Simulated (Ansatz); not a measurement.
C$_{3}$H$_{9}$NSi (`C=C[SiH2]NC`), relaxed with RKS PBE-D4/def2-SVP in the Gaussian-basis code of Ansatz from a rough embedded geometry. The force threshold is 0.03 eV/Å; the program also tests the step.

Charge 0, multiplicity 1.

Start:

```xyz
14

C    -1.826    1.335    1.058
C    -1.788    0.028    0.739
Si   -0.558   -0.761   -0.344
N     0.994    0.121   -0.179
C     2.177   -0.264   -0.864
H    -1.211    2.086    0.663
H    -2.666    1.698    1.699
H    -2.489   -0.647    1.113
H    -0.919   -0.618   -1.746
H    -0.305   -2.126    0.072
H     1.139    0.119    0.880
H     2.538   -1.231   -0.597
H     2.903    0.443   -0.579
H     2.011   -0.182   -1.915
```

| step | energy (eV) | largest force (eV/Å) | largest move (Å) |
| --- | --- | --- | --- |
| 1 | -12608.0916 | 2.848 | 0.000 |
| 2 | -12608.6385 | 1.260 | 0.195 |
| 3 | -12608.6460 | 1.370 | 0.182 |
| 4 | -12608.7747 | 0.369 | 0.200 |
| 5 (rejected) | -12608.7558 | 0.355 | 0.200 |
| 6 | -12608.7945 | 0.113 | 0.048 |
| 7 | -12608.7987 | 0.081 | 0.100 |
| 8 | -12608.8004 | 0.084 | 0.035 |
| 9 | -12608.8015 | 0.069 | 0.025 |
| 10 | -12608.8023 | 0.054 | 0.038 |
| 11 | -12608.8027 | 0.048 | 0.037 |
| 12 | -12608.8030 | 0.026 | 0.023 |

End:

```xyz
14

C    -1.735    1.305    1.084
C    -1.890    0.039    0.645
Si   -0.539   -0.886   -0.281
N     0.968   -0.050    0.005
C     2.135   -0.128   -0.856
H    -0.797    1.860    0.900
H    -2.526    1.838    1.642
H    -2.847   -0.478    0.850
H    -0.740   -0.880   -1.777
H    -0.600   -2.339    0.151
H     1.197    0.137    0.986
H     2.810   -0.994   -0.650
H     2.752    0.795   -0.784
H     1.813   -0.217   -1.915
```

It took 9 s on 4 threads of an Intel Xeon 6975P-C on a shared host, with 0.18 GiB of host memory at the peak.
